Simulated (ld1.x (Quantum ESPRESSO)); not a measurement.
## What one change does to a pseudopotential (Zr (Z = 40), RRKJ)

- Element: Zr (Z = 40)
- Generator: ld1.x (Quantum ESPRESSO) 7.5
- Type: norm-conserving RRKJ (Kleinman–Bylander form)
- Functional: LDA (PZ)
- Relativity: scalar-relativistic
- Frozen core: [Ar] 3d10 4s2
- Valence charge: 10
- Reference configuration: 4p6 4d2 5s1.75 5p0 (charge +0.25)
- Partial waves: 4p (bound): rc 2.25 bohr; 4d (bound): rc 2.00 bohr; 5s (bound): rc 3.15 bohr
- Local potential: the s channel
- Core correction: none

All-electron outer shells of the reference configuration (LDA (PZ), scalar-relativistic, ld1.x):

```tsv
shell	level (eV)	outermost node (bohr)	outermost maximum (bohr)
3d	-176.51	–	0.35
4s	-56.08	0.55	1.08
4p	-34.07	0.56	1.17
5s	-5.94	1.46	3.08
4d	-5.25	0.58	1.61
5p	-2.70	1.69	4.00
```

Change: wave 4d (bound): rc 2.00 bohr becomes 4d (bound): rc 3.00 bohr.

Cutoffs: the cutoffs (Ry, on a coarse ladder) from which the occupation-weighted sum of valence levels, in a spherical-Bessel basis at the reference potential, stays within 10 and 1 mRy of its value at 400 Ry; they do not see the model core or the augmentation charge, which bear on the density cutoff. Errors are all-electron minus pseudo energies relative to the spin-unpolarised reference configuration.

Task: Predict the effect on cutoff, ghosts and configuration errors.

Result: The potential gets softer (25 Ry and 35 Ry → 21 Ry and 25 Ry); of the 9 tests that both files solve, the error grows in 3 and shrinks in 1 by more than 15 % and 0.3 meV (median size 63.9 → 91.4 meV); neither file shows a bound ghost at the reference potential, the only one tested. A larger radius leaves more room for a smooth pseudo-wave, so fewer plane waves are needed.

| quantity | base | changed |
| --- | --- | --- |
| cutoff, loose | 25 Ry | 21 Ry |
| cutoff, tight | 35 Ry | 25 Ry |
| loose cutoff by channel (10 mRy a level) | p 18 Ry, d 25 Ry, s 6 Ry | p 18 Ry, d 15 Ry, s 6 Ry |
| bound ghosts | none | none |
| error for 4p6 4d2 5s2 5p0, meV [ΔE -1.32 eV] | +0.1 | +0.2 |
| error for 4p6 4d2 5s1 5p0, meV [ΔE 6.04 eV] | -1.9 | -1.6 |
| error for 4p6 4d2 5s0 5p0, meV [ΔE 19.28 eV] | -15 | -15 |
| error for 4p6 4d0 5s0 5p0, meV [ΔE 76.48 eV] | +80 | +502 |
| error for 4p6 4d2 5s0 5p1, meV [ΔE 9.85 eV] | -855 | -856 |
| error for 4p6 4d1 5s2 5p1, meV [ΔE 1.75 eV] | -699 | -641 |
| error for 4p6 4d3 5s1 5p0, meV [ΔE -0.09 eV] | -39 | -12 |
| error for 4p6 4d2 5s1.75 5p0 (spin-polarised), meV [ΔE -0.58 eV] | +71 | +102 |
| error for 4p6 4d2 5s2 5p0 (spin-polarised), meV [ΔE -1.80 eV] | +64 | +91 |
| s: phases at 3.42 bohr within 0.05 rad from the reference energy up to (Ry; the scan ends near 5) | 1.4 | 1.4 |
| p: phases at 3.42 bohr within 0.05 rad from the reference energy up to (Ry; the scan ends near 5) | -0.8 | -0.8 |
| d: phases at 3.42 bohr within 0.05 rad from the reference energy up to (Ry; the scan ends near 5) | 0.5 | 0.5 |

Base: These tests converged, but a pseudo level misses the all-electron one widely, so the file describes the atom poorly there or has found another state: 4p6 4d0 5s0 5p0: empty 5p by 3.2 eV. Changed file: These tests converged, but a pseudo level misses the all-electron one widely, so the file describes the atom poorly there or has found another state: 4p6 4d0 5s0 5p0: empty 5p by 3.3 eV.
